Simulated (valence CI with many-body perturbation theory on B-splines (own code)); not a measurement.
E1 transitions of Ta+

Method: relativistic CI+MBPT: four valence electrons over a frozen Dirac-Fock core [Xe] 4f14, radial functions for each j: 7 s, 7 p, 8 d, 6 f, 4 g, 1 h, with the one-electron correlation potential Σ1 (screened to all orders), the two-electron term Σ2, the three-electron term Σ3, Breit, model QED; selected single and double excitations, second order for the rest (own B-spline code, finite nucleus).

Against 13 measured levels this calculation errs by 283 cm⁻¹ on average and by 735 at most. These come from a selection out of the NIST Handbook of Basic Atomic Spectroscopic Data. Levels without a partner in it may be off by more, other configurations by 1,000 to 4,000 cm⁻¹. Among the levels kept, up to 520 cm⁻¹ of a level comes from second order outside the variational space, and about a tenth of that is noise between levels of different J, which matters for small intervals. 5 measured levels below the end of the list, from 37231 cm⁻¹ on, found no clear computed partner, and computed levels of the same name lie up to 15259 cm⁻¹ from them.

Lines 351 to 400 of 567 in falling wavelength, among levels below 7.297 eV, chosen from the strongest by gf and those to the six lowest levels. Wavelengths and rates use the calculated energies, so an error of 300 cm⁻¹ moves a line at 2379 Å by 0.71 % and its rate by three times that or more. Electric multipoles are in the length gauge, E1 and E2 with the static RPA response of the core. Weak lines are less certain than strong ones. Lines between different terms over intervals too small for the method are left out, as are lines whose strength nearly cancels. Where a level lies close to another of its J and parity, the split of strength between their lines is uncertain. The highest levels of a list are the least certain.

Names give the largest LS component (configuration and term), which can be under half, so a name can repeat, a term be missing and a line seem to break the LS rules; names also repeat where a configuration has a term twice. Letters in brackets count levels of one name in rising energy.

| λ vac (Å) | Upper | Lower | A (s⁻¹) | S (a.u.) |
| --- | --- | --- | --- | --- |
| 2379 | 5d3 6p 5P°_3 [b] | 5d3 6s 1G_4 | 2.26e+07 | 1.05e+00 |
| 2379 | 5d3 6p 3H°_6 [b] | 5d3 6s 3G_5 | 5.23e+07 | 4.52e+00 |
| 2378 | 5d3 6p 3F°_4 | 5d3 6s 5F_4 | 2.67e+07 | 1.59e+00 |
| 2378 | 5d3 6p 5F°_3 | 5d3 6s 5F_4 | 1.90e+07 | 8.82e-01 |
| 2378 | 5d2 6s 6p 3G°_3 [c] | 5d3 6s 5P_3 | 3.11e+07 | 1.44e+00 |
| 2377 | 5d2 6s 6p 3G°_4 [b] | 5d3 6s 1G_4 | 8.65e+07 | 5.16e+00 |
| 2373 | 5d2 6s 6p 3D°_3 [a] | 5d3 6s 5F_3 | 1.29e+07 | 5.94e-01 |
| 2371 | 5d2 6s 6p 3D°_1 [a] | 5d3 6s 5P_1 | 1.18e+08 | 2.33e+00 |
| 2370 | 5d3 6p 5D°_4 [c] | 5d3 6s 3G_5 | 1.08e+08 | 6.40e+00 |
| 2370 | 5d3 6p 3G°_3 [b] | 5d3 6s 3F_2 [a] | 9.75e+07 | 4.48e+00 |
| 2367 | 5d2 6s 6p 5D°_4 [d] | 5d3 6s 3G_3 | 1.73e+07 | 1.02e+00 |
| 2367 | 5d2 6s 6p 3G°_3 [b] | 5d2 6s2 3F_3 | 4.80e+07 | 2.20e+00 |
| 2367 | 5d2 6s 6p 5D°_4 [b] | 5d3 6s 5F_5 | 1.45e+08 | 8.54e+00 |
| 2359 | 5d3 6p 5D°_2 [c] | 5d4 5D_1 | 2.63e+07 | 8.50e-01 |
| 2358 | 5d3 6p 5P°_3 [b] | 5d3 6s 3G_4 | 3.20e+07 | 1.45e+00 |
| 2356 | 5d2 6s 6p 5P°_3 [a] | 5d2 6s2 3F_4 | 1.73e+07 | 7.84e-01 |
| 2356 | 5d3 6p 5D°_2 [a] | 5d2 6s2 3F_2 | 7.22e+06 | 2.33e-01 |
| 2355 | 5d2 6s 6p 3G°_4 [b] | 5d3 6s 3G_4 | 4.61e+07 | 2.68e+00 |
| 2354 | 5d3 6p 3H°_5 [b] | 5d3 6s 3G_4 | 5.75e+07 | 4.07e+00 |
| 2351 | 5d3 6p 5F°_5 | 5d3 6s 5F_5 | 2.22e+08 | 1.56e+01 |
| 2351 | 5d3 6p 5F°_4 [a] | 5d3 6s 5F_4 | 1.13e+08 | 6.53e+00 |
| 2345 | 5d3 6p 5P°_3 [b] | 5d3 6s 5P_3 | 1.98e+08 | 8.81e+00 |
| 2344 | 5d3 6p 5F°_1 [a] | 5d3 6s 5F_2 | 6.70e+06 | 1.28e-01 |
| 2344 | 5d2 6s 6p 3G°_3 [c] | 5d3 6s 5P_2 | 1.88e+07 | 8.37e-01 |
| 2340 | 5d3 6p 1F°_3 | 5d3 6s 5F_4 | 6.01e+07 | 2.66e+00 |
| 2336 | 5d2 6s 6p 5D°_4 [c] | 5d2 6s2 3F_4 | 1.62e+07 | 9.17e-01 |
| 2336 | 5d3 6p 5F°_1 [b] | 5d3 6s 5F_2 | 9.18e+07 | 1.73e+00 |
| 2336 | 5d3 6p 3F°_2 [a] | 5d2 6s2 3F_2 | 1.82e+08 | 5.71e+00 |
| 2334 | 5d3 6p 5D°_2 [c] | 5d3 6s 5P_2 | 6.31e+07 | 1.98e+00 |
| 2333 | 5d3 6p 3F°_2 [b] | 5d3 6s 5P_3 | 3.27e+07 | 1.02e+00 |
| 2332 | 5d2 6s 6p 5P°_3 [b] | 5d3 6s 3G_4 | 2.42e+07 | 1.06e+00 |
| 2332 | 5d2 6s 6p 3G°_3 [c] | 5d3 6s 3G_3 | 5.96e+07 | 2.61e+00 |
| 2332 | 5d2 6s 6p 3H°_4 [a] | 5d3 6s 3G_5 | 7.46e+07 | 4.20e+00 |
| 2329 | 5d3 6p 3P°_2 [a] | 5d3 6s 3P_2 [a] | 1.31e+08 | 4.10e+00 |
| 2328 | 5d3 6p 5D°_3 [d] | 5d2 6s2 1D_2 [a] | 7.94e+07 | 3.46e+00 |
| 2328 | 5d3 6p 5D°_1 [a] | 5d3 6s 3P_0 [a] | 2.28e+07 | 4.26e-01 |
| 2327 | 5d3 6p 3I°_5 | 5d3 6s 1G_4 | 1.43e+07 | 9.79e-01 |
| 2327 | 5d3 6p 5S°_2 | 5d3 6s 3D_1 [a] | 5.30e+07 | 1.65e+00 |
| 2324 | 5d3 6p 3H°_5 [c] | 5d4 5D_4 [a] | 7.06e+07 | 4.81e+00 |
| 2323 | 5d3 6p 3F°_3 [b] | 5d3 6s 1G_4 | 5.12e+07 | 2.22e+00 |
| 2323 | 5d3 6p 5D°_4 [b] | 5d3 6s 3G_4 | 7.22e+07 | 4.02e+00 |
| 2319 | 5d2 6s 6p 5P°_3 [b] | 5d3 6s 5P_3 | 3.72e+07 | 1.60e+00 |
| 2317 | 5d3 6p 1F°_3 | 5d2 6s2 3F_2 | 1.24e+08 | 5.35e+00 |
| 2316 | 5d2 6s 6p 5D°_0 [b] | 5d3 6s 5F_1 | 1.22e+08 | 7.47e-01 |
| 2315 | 5d3 6p 5F°_2 [a] | 5d3 6s 5F_2 | 1.31e+08 | 4.02e+00 |
| 2311 | 5d2 6s 6p 3G°_3 [a] | 5d3 6s 5F_2 | 6.03e+07 | 2.57e+00 |
| 2310 | 5d3 6p 5D°_4 [b] | 5d3 6s 5P_3 | 1.93e+08 | 1.06e+01 |
| 2309 | 5d2 6s 6p 5D°_3 [a] | 5d3 6s 5F_4 | 1.91e+08 | 8.12e+00 |
| 2309 | 5d3 6p 3P°_2 [c] | 5d2 6s2 1D_2 [a] | 4.69e+07 | 1.42e+00 |
| 2307 | 5d3 6p 3I°_5 | 5d3 6s 3G_4 | 5.61e+07 | 3.74e+00 |
